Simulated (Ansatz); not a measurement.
A nudged elastic band was laid between two geometries of BFH2O + BrH (7 atoms, charge 0, multiplicity 1).

Computed with RKS LDA/def2-SVP (Ansatz 0.2.0).

| Item | Value |
| --- | --- |
| movable images | 7 |
| climbing image | yes |
| spring | 5.0 eV/Å² |
| optimiser | lbfgs |
| start path | through a guess of the saddle point |
| force threshold | 0.03 eV/Å |
| iteration limit | 60 |
| end points | relaxed |

First end point:

```xyz
7
Properties=species:S:1:pos:R:3
B -0.151 -0.379 -0.029
O -0.454 0.212 1.148
H -1.113 -0.269 1.692
H 0.652 0.149 -0.769
F -0.738 -1.517 -0.344
Br 0.760 3.091 1.801
H 0.179 1.767 1.575
```

Last end point:

```xyz
7
Properties=species:S:1:pos:R:3
B 0.076 0.377 0.097
O -0.048 -0.029 1.660
H -0.950 -0.426 1.726
H 1.100 -0.102 -0.357
F -1.101 -0.047 -0.418
Br 0.165 2.387 0.322
H -0.106 0.896 2.044
```

(1) Which bonds break or form, and what moves?

(2) Give the energies along the band, and the barrier.

(3) What is the geometry of the highest image?

Results:

(1) Bonds broken: Br6–H7. Bonds formed: B1–Br6, O2–H7. BFH2O + BrH becomes BBrFH3O.

(2) It converged. The highest image is number 5 of 0 to 8, 0.42 eV above the first end and 0.35 eV above the last; the last end lies 0.07 eV above the first. Another band between the same ends (7 images) ends at a top of the same energy, where a vibrational analysis finds 1 clearly imaginary mode. The orbitals stay closed-shell, which can raise the energy where a bond breaks towards radicals; this wasn't checked here.

```
image  path coordinate (Å)  energy (eV)  Br6–H7 (Å)  B1–Br6 (Å)  O2–H7 (Å)
    0                 0.00         0.00        1.46        4.03       1.73
    1                 0.56         0.01        1.46        3.82       1.73
    2                 1.11         0.02        1.46        3.59       1.75
    3                 1.66         0.05        1.46        3.36       1.82
    4                 2.21         0.12        1.47        2.94       1.74
    5                 2.75         0.42        1.66        2.43       1.28
    6                 3.01         0.28        1.85        2.23       1.10
    7                 3.26         0.11        2.08        2.08       1.02
    8                 3.52         0.07        2.29        2.03       1.00
```

(3) 
```xyz
7
Properties=species:S:1:pos:R:3:forces:R:3
B 0.027 0.073 0.165 0.00 0.00 0.00
O -0.072 -0.090 1.613 0.00 0.00 0.00
H -1.005 -0.285 1.853 0.00 -0.01 0.00
H 1.115 -0.084 -0.342 0.00 -0.01 0.00
F -1.097 -0.205 -0.476 0.00 0.01 0.00
Br 0.114 2.458 0.601 0.00 0.00 0.00
H 0.054 1.188 1.661 -0.01 0.01 0.00
```

Run time: 2.3 min on 2 threads of Intel(R) Xeon(R) 6975P-C (Granite Rapids), on a shared host, peak memory 0.15 GiB.
